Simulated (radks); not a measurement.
Spherical jellium clusters: N electrons in a uniform positive sphere of charge N and radius rs N^(1/3), rs = 3.41 bohr. Method: non-relativistic Kohn-Sham, PBE, spin-polarised, spherical densities; computed with a radial shooting solver with Libxc functionals. Levels are named by radial order and angular momentum (1s, 1p, 1d, 2s, ...), and open shells are averaged over m.

N = 7, configuration 1s2 1p(up 3, down 2). This is the lowest configuration that the search found. Occupied and some empty levels:

level    occupation  eigenvalue (eV)  <r> (bohr)
1s up             1          -5.3467       4.468
1s down           1          -5.1518       4.402
1p up             3          -3.5838       5.533
1p down           2          -3.3393       5.548
1d up             0          -1.5735       6.732
1d down           0          -1.3464       6.850
2s up             0          -1.2005       7.483
2s down           0          -1.1033       7.579

Energy (eV): total -11.7611, kinetic 15.487, external -236.68, Hartree 114.74, exchange-correlation -27.954, background 122.64.
